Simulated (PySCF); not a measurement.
## Ionisation energy of Pm+ by level of theory

Pm+ [Xe] 4f5 6s1 (high-spin determinant) → Pm(2+) [Xe] 4f5 (high-spin determinant), as a difference of total energies. All numbers are calculated (PySCF 2.14, scalar relativity by spin-free X2C-1e, in cc-pVTZ-X2C). Correlated levels: valence: [Kr] 4d10 frozen; valence and next inner shell: [Ar] 3d10 frozen. The calculations carry no spin-orbit coupling.

```tsv
method	ionisation energy (eV)	difference from reference (eV)
UHF	10.176	-0.762
LDA	11.369	+0.431
PBE	11.185	+0.247
PBE0	10.972	+0.034
r2SCAN	10.927	-0.011
MP2 (valence)	10.909	-0.029
SCS-MP2 (valence)	10.706	-0.232
MP2 (valence and next inner shell)	10.987	+0.049
SCS-MP2 (valence and next inner shell)	10.780	-0.158
```

Reference: 10.938 ± 0.02 eV (semi-empirical (NIST evaluation); NIST Atomic Spectra Database, ionization energies).

The determinant of Pm(2+) and of Pm+ mixes LS terms, which raises its energy above the lowest term, most at the Hartree-Fock and MP2 levels.
